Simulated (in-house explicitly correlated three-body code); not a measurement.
Computed with an exponentially correlated three-body code. Model: two electrons around a point charge, non-relativistic, variational in 260 exponentially correlated functions (energies converged to about 1e-7 hartree, or 1e-8 relative for large Z).

Command:
```bash
python run_hyl.py task.json out
```
Settings (lengths in bohr, energies in hartree):
```
Z                      1.5
nuclear_mass           0.7
interaction_strength   1
functions              260
states_tried           13
```

Cost of the run: 66 s on 1 thread of Arm Neoverse N1 (shared host).

**Those bound S and P states to n = 4 that converged, binding against the one-electron ion.**

Given: nuclear charge 1.5; mass of the centre 0.7 electron masses.

Computed: one-electron threshold -0.463235294 hartree.

| term | energy (hartree) | binding (eV) |
| --- | --- | --- |
| 1 1S | -0.610654701 | 4.0115 |
| 2 3P | -0.500853677 | 1.0236 |
| 2 3S | -0.487440854 | 0.65867 |
| 2 1S | -0.486987593 | 0.64633 |
| 2 1P | ? | ? |
| 3 3S | ? | ? |
| 3 1S | -0.473050549 | 0.26709 |
| 4 3S | -0.468643973 | 0.14718 |
| 4 1S | -0.468586295 | 0.14561 |

(1) What belongs in the row 2 1P?

(2) What belongs in the row 3 3S?

**Converged states only, values per electron or pair.**

```csv
term,mean r (bohr),mean r squared (bohr²),mean inverse r (1/bohr),mean r12 (bohr),mean inverse r12 (1/bohr),mean cosine,mean p1 dot p2 (bohr⁻²),delta r1 (bohr⁻³),delta r12 (bohr⁻³)
1 1S,3.1379,13.631,0.50474,4.4033,0.29291,0.11011,-0.030631,0.050432,0.0016529
2 3P,5.4686,48.946,0.38095,8.7982,0.14115,0.022514,-0.056086,0.036069,-
2 3S,9.1478,149.58,0.34949,15.91,0.073582,0.057487,-0.004786,0.038383,-
2 1S,9.2296,154.39,0.35235,16.112,0.083082,0.041652,-0.016084,0.038372,0.0001964
2 1P,?,?,?,?,?,?,?,?,?
3 3S,?,?,?,?,?,?,?,?,-
3 1S,20.412,840.59,0.32736,38.411,0.035989,0.024075,-0.0067249,0.037738,5.217e-05
4 3S,35.946,2717,0.31884,69.464,0.019242,0.016647,-0.0026253,0.037589,-
4 1S,36.327,2776.5,0.31908,70.229,0.020074,0.014975,-0.0037275,0.037597,2.1128e-05
```

(3) What belongs in the row 2 1P?

(4) What belongs in the row 3 3S?

Results:

(1) energy (hartree): -0.479654949; binding (eV): 0.4468.

(2) energy (hartree): -0.473188909; binding (eV): 0.27085.

(3) mean r (bohr): 11.369; mean r squared (bohr²): 242.61; mean inverse r (1/bohr): 0.33906; mean r12 (bohr): 20.333; mean inverse r12 (1/bohr): 0.057868; mean cosine: 0.043735; mean p1 dot p2 (bohr⁻²): -0.0073035; delta r1 (bohr⁻³): 0.037777; delta r12 (bohr⁻³): 1.8404e-07.

(4) mean r (bohr): 20.147; mean r squared (bohr²): 817.12; mean inverse r (1/bohr): 0.32673; mean r12 (bohr): 37.873; mean inverse r12 (1/bohr): 0.033811; mean cosine: 0.028213; mean p1 dot p2 (bohr⁻²): -0.003924; delta r1 (bohr⁻³): 0.037738.
